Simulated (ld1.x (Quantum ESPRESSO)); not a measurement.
# manganese RRKJ: all-electron and pseudo phase curves

manganese (Mn), norm-conserving RRKJ (Kleinman–Bylander form), made with ld1.x (Quantum ESPRESSO) 7.5 (PBE, scalar-relativistic). Core [Ar], reference 3d5 4s1.5 4p0 (charge +0.5). Waves: 4s (bound): rc 2.35 bohr; 4p (bound, empty): rc 2.15 bohr; 3d (bound): rc 1.90 bohr. Local part: the d channel. Core correction: Bessel-smoothed model core inside 1.35 bohr. rho0 = 0.005.

The phase is arctan(r·u′/u) with u = r·R(r), unwrapped; energies in Ry, scanned from -3 to 5 Ry. A pole is an energy at which the radial function vanishes at the test radius. The pseudo phase is shifted by a multiple of π to meet the all-electron one at the reference energy, and phase errors are pseudo minus all-electron; the curves can meet again beyond the range given. Levels narrower than the energy grid can be missing from the lists of poles.

For each channel, where are the poles, and over which energies does the pseudopotential scatter like the atom?

```tsv
channel	radius (bohr)	reference energy (Ry)	poles, all-electron	poles, pseudo	unbroken range about the reference energy with phases within 0.05 rad	phase error 1 Ry above the reference energy (rad)
s	2.55	-0.62	1.56	1.40	below 2.4	-0.008
p	2.55	-0.30	2.56	-2.24, 2.50	-2.1 to 4.3	+0.002
d	2.55	-0.78	-0.62, 4.22	-0.62	below 0.5	+0.028
```

Note: ghost states, extra bound levels that the all-electron valence spectrum of the same l lacks: s at -125.1 eV, p at -30.7 eV. A true bound ghost makes a file unfit for plane-wave use.

Phases in the s channel:

```
E (Ry)  all-electron  pseudo
 -3.00         1.281   1.278
 -2.52         1.235   1.232
 -2.04         1.162   1.159
 -1.56         1.028   1.025
 -1.08         0.710   0.707
 -0.60        -0.176  -0.176
 -0.12        -1.026  -1.030
  0.36        -1.329  -1.337
  0.84        -1.463  -1.475
  1.32        -1.541  -1.559
  1.80        -1.597  -1.624
  2.28        -1.643  -1.688
  2.76        -1.687  -1.770
  3.24        -1.736  -1.919
  3.72        -1.799  -2.415
  4.20        -1.894  -3.959
  4.68        -2.071  -4.437
```
